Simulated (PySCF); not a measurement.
# Cu⁺: ionisation energy

Cu⁺ [Ar] 3d10 (1S) → Cu²⁺ [Ar] 3d9 (2D), as a difference of total energies. Calculation: PySCF 2.14, in 6-31G* (5s4p2d1f, 34 functions); the non-relativistic Hamiltonian (point nucleus). Correlated levels: valence: [Ar] frozen. The calculations carry no spin-orbit coupling.

| method | ionisation energy (eV) |
| --- | --- |
| UHF | 15.279 |
| M06-L | 17.532 |
| MN15 | 17.865 |
| MP2 (valence) | 17.429 |
| SCS-MP2 (valence) | 17.178 |

Question: How much does correlation contribute at MP2 (valence)?

Answer: 17.429 − (15.279) = 2.150 eV, measured against UHF.

These non-relativistic numbers lack the scalar-relativistic shift.

The reference lies between the lowest fine-structure levels, while these numbers refer to the centres of the terms.

Errors of the correlated levels include the incompleteness of this basis and the frozen core.

For comparison: 20.292 eV (measured; NIST Atomic Spectra Database, ionization energies).
